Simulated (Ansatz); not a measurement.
Reaction R1 → 2 P1, each structure at its B3LYP-D3(BJ)/def2-TZVP stationary point, reached from a drawn start (curvature not checked).
R1, H2O2 (SMILES OO) (charge 0, multiplicity 1):
```xyz
4

O     -0.668     0.248     0.287
O      0.662     0.257    -0.292
H     -1.146    -0.268    -0.377
H      1.152    -0.237     0.382
```
P1: OH (SMILES [OH]), charge 0, multiplicity 2.

P less R. No zero-point or thermal terms; singlets are restricted closed shells; open shells are unrestricted; no spin–orbit coupling.

Frozen-core correlation throughout.

Programs: Ansatz (Gaussian orbitals). All values are computed, each at the level named.

Q: Estimate the reaction energy that wB97X-V/def2-TZVPP returns for this input.

A: 227 kJ/mol

Q: What is the computed reaction energy (CCSD(T)/cc-pVQZ)?

A: 223 kJ/mol

Q: Estimate the reaction energy that HF/cc-pVDZ returns for this input.

A: -9 kJ/mol

Ansatz is an electronic-structure program.
